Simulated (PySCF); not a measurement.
Species: C₃H₇NSi.
Atom-mapped SMILES: `[CH:1]#[C:2][Si@@H:3]([CH3:4])[NH2:5]` (hydrogens: H6 on C1; H7 on Si3; H8, H9, H10 on C4; H11, H12 on N5)

Computed by this run: PBE0-D3(BJ)/def2-SVP geometry optimisation, gas phase in PySCF; density fitting, grid level 1; the optimiser is geomeTRIC in internal coordinates, started from a GFN2-xTB structure with every atom displaced at random (about 0.01 Å).

The end geometry, which sets the zero of energy:
```
atom  x, y, z in Å
C1      2.3306    1.3040   -0.8499
C2      1.3358    0.7777   -0.3862
Si3    -0.1746    0.0032    0.3328
C4     -1.6839    0.4307   -0.6819
N5      0.0840   -1.7084    0.2894
H6      3.2071    1.7705   -1.2637
H7     -0.3323    0.5959    1.7027
H8     -1.8393    1.5204   -0.6989
H9     -1.5653    0.0742   -1.7156
H10    -2.5888   -0.0305   -0.2548
H11    -0.6682   -2.3309    0.5643
H12     0.9786   -2.0744    0.5962
```

Question: These geometries come from the run, each turned onto the end geometry. Order them by energy, lowest first.
A.
```
atom  x, y, z in Å
C1      2.3566    1.2744   -0.8552
C2      1.3474    0.7922   -0.3791
Si3    -0.1843    0.0323    0.3641
C4     -1.6662    0.4224   -0.6812
N5      0.1003   -1.6730    0.2709
H6      3.1904    1.7354   -1.2825
H7     -0.3088    0.5936    1.7293
H8     -1.8785    1.4918   -0.7077
H9     -1.5746    0.0838   -1.6789
H10    -2.5844   -0.0692   -0.2597
H11    -0.6710   -2.3046    0.4397
H12     0.9570   -2.0466    0.6747
```
B.
```
atom  x, y, z in Å
C1      2.3482    1.3249   -0.8425
C2      1.3478    0.8038   -0.3971
Si3    -0.1588    0.0107    0.3119
C4     -1.6918    0.4220   -0.6690
N5      0.0663   -1.7042    0.2916
H6      3.2545    1.7735   -1.2293
H7     -0.3164    0.6217    1.6793
H8     -1.8736    1.5055   -0.7145
H9     -1.5809    0.0402   -1.7057
H10    -2.5711   -0.0578   -0.2162
H11    -0.7008   -2.3100    0.5722
H12     0.9604   -2.0978    0.5537
```
C.
```
atom  x, y, z in Å
C1      2.3449    1.3108   -0.8432
C2      1.3411    0.7904   -0.3906
Si3    -0.1675    0.0124    0.3228
C4     -1.6921    0.4252   -0.6764
N5      0.0766   -1.6989    0.2910
H6      3.2376    1.7634   -1.2371
H7     -0.3188    0.6124    1.6918
H8     -1.8666    1.5108   -0.7130
H9     -1.5820    0.0528   -1.7078
H10    -2.5814   -0.0500   -0.2320
H11    -0.6817   -2.3121    0.5669
H12     0.9739   -2.0848    0.5622
```

Answer: C (0.002 eV), B (0.013 eV), A (0.096 eV).

In the order of the answer:

| step | E above end (eV) | largest force (eV/Å) | rms force component (eV/Å) | rms distance from end (Å) | rms bond change (Å) | bond most changed (Å) |
| --- | --- | --- | --- | --- | --- | --- |
| 2 | 0.002 | 0.13 | 0.041 | 0.026 | 0.001 | Si3–N5 -0.003 |
| 1 | 0.013 | 0.77 | 0.205 | 0.039 | 0.005 | C4–H9 +0.010 |
| 0 | 0.096 | 2.02 | 0.583 | 0.057 | 0.020 | C4–H9 -0.042 |

Run on one thread, Arm Neoverse V1 (aarch64), no GPU, shared host with 32 logical CPUs at a one-minute load of 30.
